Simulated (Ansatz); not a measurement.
Calculated with Ansatz (gas phase, PBE0-D4/def2-TZVP geometries, no zero-point term in ΔE). CCSD(T)/CBS is the MP2 limit (def2-TZVPP, def2-QZVPP) plus CCSD(T) − MP2 in def2-TZVPP, frozen cores. DFT in def2-TZVPP. B3LYP here is the variant with VWN-RPA as its local correlation; programs differ in this. HSE06 is defined as in plane-wave codes. Elements past krypton have def2 core potentials. For Ge, In outer-core shells are correlated without core-valence functions, which leaves a few kJ/mol of doubt a bond. Scalar relativity is left out up to krypton. Each species was taken in one conformer, which may not be the lowest.

`[SiH3]O[SiH2][GeH3]` + `[CH3][InH][SH]` → `[CH3][InH][S][SiH3]` + `O[SiH2][GeH3]`  (ligand exchange at the Si–O bond)

`[SiH3]O[SiH2][GeH3]`:

Cartesian coordinates in Å:
```
Si -0.209 -0.300 -2.478
O -0.149 -0.133 -0.851
Si 0.776 0.289 0.434
Ge -0.518 0.061 2.415
H 0.797 -1.298 -2.927
H -1.569 -0.762 -2.844
H 0.072 1.002 -3.137
H 1.979 -0.587 0.498
H 1.243 1.695 0.279
H -1.756 0.972 2.371
H -0.991 -1.391 2.598
H 0.326 0.452 3.642
```

`[CH3][InH][SH]`:

Z-matrix (Å, degrees):
```
C
In 1 2.143
H 1 1.090 2 110.4
H 1 1.092 2 109.4 3 -119.8
H 1 1.091 2 110.4 3 121.2
S 2 2.399 1 116.6 3 14.0
H 2 1.716 1 130.3 3 -166.4
H 6 1.343 2 94.4 1 -0.4
```

`[CH3][InH][S][SiH3]`:

Z-matrix (Å, degrees):
```
C
In 1 2.138
H 1 1.091 2 109.8
H 1 1.089 2 109.9 3 -120.4
H 1 1.091 2 110.0 3 119.0
S 2 2.410 1 113.5 3 118.4
H 2 1.717 1 132.2 3 -61.6
Si 6 2.127 2 99.6 1 -180.0
H 8 1.487 6 111.8 2 60.8
H 8 1.485 6 107.7 2 -179.8
H 8 1.487 6 111.8 2 -60.3
```

`O[SiH2][GeH3]`:

Z-matrix (Å, degrees):
```
Si
Ge 1 2.375
O 1 1.653 2 106.7
H 1 1.492 2 110.4 3 121.0
H 1 1.492 2 110.4 3 -121.0
H 2 1.539 1 109.5 3 -180.0
H 2 1.537 1 111.1 3 60.5
H 2 1.537 1 111.1 3 -60.5
H 3 0.958 1 117.7 2 179.9
```

```tsv
level	ΔE (kcal/mol)	difference from CCSD(T)/CBS
LDA (SPW92)	7.5	-1.8
PBE-D4	6.8	-2.5
revPBE-D4	6.8	-2.5
r2SCAN-D4	9.2	-0.1
B97M-V	9.7	0.4
PBE0-D4	7.6	-1.7
B3LYP-D4	11.2	1.9
r2SCANh-D4	9.3	0.0
r2SCAN0-D4	9.4	0.1
BHLYP-D4	12.3	3.0
CAM-B3LYP-D4	12.6	3.3
ωB97X-V	10.1	0.8
ωB97M-V	10.0	0.7
B2PLYP	11.2	1.9
PBE-QIDH	8.7	-0.6
revPBE	7.1	-2.2
BLYP	11.4	2.1
r2SCAN	9.1	-0.2
PBE0	7.9	-1.4
B3LYP	11.7	2.4
r2SCANh	9.3	0.0
r2SCAN0	9.4	0.1
HSE06	7.8	-1.5
BHLYP	13.0	3.7
RPA@PBE/def2-TZVPP	11.3	2.0
HF/def2-SVP	13.5	4.2
MP2/def2-SVP	9.8	0.5
CCSD/def2-SVP	11.0	1.7
CCSD(T)/def2-SVP	10.5	1.2
HF/def2-TZVPP	15.1	5.8
MP2/def2-TZVPP	9.4	0.1
SCS-MP2/def2-TZVPP	11.1	1.8
CCSD/def2-TZVPP	11.3	2.0
CCSD(T)/def2-TZVPP	10.4	1.1
HF/def2-QZVPP	15.6	6.3
MP2/def2-QZVPP	9.0	-0.3
SCS-MP2/def2-QZVPP	10.6	1.3
HF/CBS(def2)	15.7	6.4
MP2/CBS(def2)	8.4	-0.9
CCSD/CBS(def2)	10.3	1.0
CCSD(T)/CBS	9.3	0
```

Largest T1 diagnostic among the species: 0.013.

In def2-TZVPP, CCSD(T) changes the Hartree–Fock value by −4.7 kcal/mol (the triples alone add −0.9 kcal/mol) and MP2 by −5.6 kcal/mol. Leaving LDA and LC-ωPBE aside and taking each functional with its dispersion term where it has one, the values spread over 5.8 kcal/mol, from revPBE-D4 to CAM-B3LYP-D4.

CCSD(T)/CBS has its own doubt, a few kJ/mol and more with outer-core shells, so smaller differences from it don't rank the levels.
